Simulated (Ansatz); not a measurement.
`CBC=O` and `O=CB[SiH2]F` differ in one atom or group.

Ansatz, PBE0-D4/def2-TZVP geometries, multiplicity 1. Each molecule was computed in one conformer, which needn't be the lowest.

| property | `CBC=O` |
| --- | --- |
| HOMO–LUMO gap (PBE/def2-TZVPP) / eV | 2.98 |
| HOMO energy (B3LYP/def2-TZVPP) / eV | -6.82 |
| HOMO energy (ωB97M-V/def2-TZVPP) / eV | -9.40 |
| LUMO energy (PBE0/def2-TZVPP) / eV | -1.50 |
| LUMO energy (ωB97M-V/def2-TZVPP) / eV | 0.49 |
| LUMO energy (B3LYP/def2-TZVPP) / eV | -1.74 |

Q: What does the change do to each property? (Estimate.)

A: The calculation gave: 
| property | `O=CB[SiH2]F` | shift |
| --- | --- | --- |
| HOMO–LUMO gap (PBE/def2-TZVPP) / eV | 3.76 | 0.78 |
| HOMO energy (B3LYP/def2-TZVPP) / eV | -7.96 | -1.14 |
| HOMO energy (ωB97M-V/def2-TZVPP) / eV | -10.41 | -1.01 |
| LUMO energy (PBE0/def2-TZVPP) / eV | -1.91 | -0.41 |
| LUMO energy (ωB97M-V/def2-TZVPP) / eV | 0.37 | -0.12 |
| LUMO energy (B3LYP/def2-TZVPP) / eV | -2.17 | -0.43 |

With PBE0 the HOMO falls by 1.14 eV and the LUMO falls by 0.41 eV, so the gap widens by about 0.73 eV. PBE moves the HOMO by -1.33 eV and ωB97M-V by -1.01 eV.

B3LYP here is the variant with VWN-RPA as its local correlation; programs differ in this.
